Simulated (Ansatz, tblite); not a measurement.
Cost and result up the ladder for ZrTe2⁻ (the lowest doublet isomer of a short search) (3 atoms). The state is a doublet with charge -1. Geometry: r2SCAN-D4/def2-TZVPD.

| atom | x (Å) | y (Å) | z (Å) |
| --- | --- | --- | --- |
| Zr1 | 0.528 | 0.547 | 0.483 |
| Te2 | 0.893 | 0.235 | -2.085 |
| Te3 | -1.422 | -0.783 | 1.603 |

Ansatz on 4 threads of Arm Neoverse V2 on a shared host; xTB runs through tblite on one thread. Times are rough, summed over both states, and most runs start from the orbitals of an earlier one. ωB97X-V/def2-TZVPD serves as the yardstick here, not as an exact answer. Differences are given only for rows in sets of like size (and for xTB, whose basis is part of the method), since another set adds its own error. The other state is a quartet at its own geometry.

In the def2 sets Te, Zr take a core potential; there is no spin–orbit coupling. The xTB rows come from tblite. Correlated methods freeze 8 core orbitals; core or outer-core shells of Zr, Te are correlated, in sets that lack core-valence functions. The rows differ in basis, and correlated rows in double-zeta sets carry the largest basis error. In CCSD on the charge -1 quartet the largest single amplitude is 0.34, so its Hartree–Fock determinant may place the open shell otherwise than the density functionals do. The structure comes from a short search, and lower isomers may exist.

Run but left out: HF/STO-3G, HF/def2-SVPD, HF/def2-TZVPD, MP2/def2-SVPD, MP2/def2-TZVPD (doublet: a determinant that CCSD turns far, T1 0.051).

Correlated methods converge slowly with the basis, most of all in double-zeta sets.

xTB has no spin-polarisation term.

| level | functions | wall time | quartet − doublet (eV) | difference from ωB97X-V/def2-TZVPD (eV) | remarks |
| --- | --- | --- | --- | --- | --- |
| GFN1-xTB | 27 | 0.005 s | 1.33 | -0.09 | – |
| GFN2-xTB | 27 | 0.01 s | 0.45 | -0.97 | – |
| PBE-D4/def2-TZVPD | 158 | 10 s | 1.39 | -0.03 | HOMO above zero (quartet) |
| revPBE-D4/def2-TZVPD | 158 | 11 s | 1.33 | -0.09 | HOMO above zero (quartet) |
| RPA@PBE/def2-TZVPD | 158 | 16 s | 1.44 | 0.02 | – |
| r2SCAN-D4/def2-TZVPD | 158 | 27 s | 1.26 | -0.16 | HOMO above zero (quartet) |
| CCSD(T)/def2-SVPD | 104 | 37 s | 1.47 | – | large T1 (0.051) (doublet), spin-contaminated (⟨S²⟩ 0.84) (doublet) |
| r2SCAN0-D4/def2-TZVPD | 158 | 44 s | 1.23 | -0.19 | – |
| ωB97X-V/def2-TZVPD | 158 | 3.3 min | 1.42 | 0.00 | – |
